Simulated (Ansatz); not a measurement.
C₂H₆ClSn, SMILES [CH3][Sn+]([CH3])[Cl], charge +1.

Geometry optimised at B3LYP-D3(BJ)/def2-SVP. The spin state was assumed, not searched. The isomer is the one that the SMILES or the coordinates give; other isomers of the formula were not compared. The def2 effective core potentials stand for the cores of Sn; spin–orbit coupling is left out.

Two levels are set side by side: PBE/def2-SVPD (Ansatz, a program for electronic structure) and PBE0/def2-SVPD (Ansatz). Energy differences of separate SCF runs at the same geometry; the states with an electron removed or added have multiplicity 2 and 2. Differences are taken from unrounded values.

| quantity | PBE |
|---|---|
| vertical ionisation energy (eV) | 15.28 |
| vertical electron affinity (eV) | 6.01 |
| vertical singlet–triplet gap (eV) | 3.86 |

**Question.** These are the PBE values. What does PBE0 give? (Estimate from the structure and the level; the computed values follow.)

**Answer.** 
```csv
quantity,PBE0,PBE minus PBE0
vertical ionisation energy (eV),15.59,-0.31
vertical electron affinity (eV),6.10,-0.09
vertical singlet–triplet gap (eV),4.11,-0.25
```
